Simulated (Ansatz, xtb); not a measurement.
# Relaxing a trial structure of C2H5Al2

The starting geometry of this gas-phase doublet was built from a drawn formula by distance geometry and a force field; its bonds are those of `[AlH2][Al]1[CH][CH2]1`.

| atom | x (Å) | y (Å) | z (Å) |
| --- | --- | --- | --- |
| C | 0.7396 | -0.9980 | -1.9935 |
| C | 1.8285 | -1.0561 | -0.9046 |
| Al | -0.3189 | 2.5523 | 0.3401 |
| Al | 0.6114 | 0.4641 | -0.7273 |
| H | 0.3956 | 3.1554 | 1.7067 |
| H | -1.5799 | 3.2448 | -0.2881 |
| H | -0.0671 | -1.7092 | -1.7934 |
| H | 2.7963 | -0.8218 | -1.3303 |
| H | 1.7226 | -1.8906 | -0.2271 |

Predict what becomes of its bonds when it is optimised with r2SCAN-D4/def2-SVP.

A bond breaks, leaving `C=[CH][Al][AlH2]`. Distances that change by over a tenth: C1–C2 (1.54 → 1.35 Å). Contacts that open: C2–Al4 (1.96 → 2.91 Å).

The energy falls by 1.78 eV over 32 steps:

| step | E − E(last) (eV) |
| --- | --- |
| 1 | 1.782 |
| 4 | 0.738 |
| 8 | 0.084 |
| 11 | 0.025 |
| 15 | 0.008 |
| 18 | 0.004 |
| 22 | 0.001 |
| 25 | 0.001 |
| 29 | 0.000 |
| 32 | 0.000 |

Final geometry (Å):

| atom | x (Å) | y (Å) | z (Å) |
| --- | --- | --- | --- |
| C | 0.8400 | -1.0082 | -0.9549 |
| C | 2.0114 | -1.5683 | -1.3219 |
| Al | -0.6660 | 2.8286 | 0.3255 |
| Al | 0.6956 | 0.8820 | -0.4754 |
| H | -0.5550 | 3.2407 | 1.8649 |
| H | -1.2095 | 3.8667 | -0.7596 |
| H | -0.0345 | -1.6784 | -0.9322 |
| H | 2.9444 | -0.9906 | -1.3784 |
| H | 2.1019 | -2.6317 | -1.5853 |

From the same start GFN2-xTB reaches the same bonding as this run.

The end wasn't checked by frequencies. Open shells are spin-unrestricted. Run with Ansatz 0.2.0, 2.8 min on 2 threads of Arm Neoverse V2 (shared host).
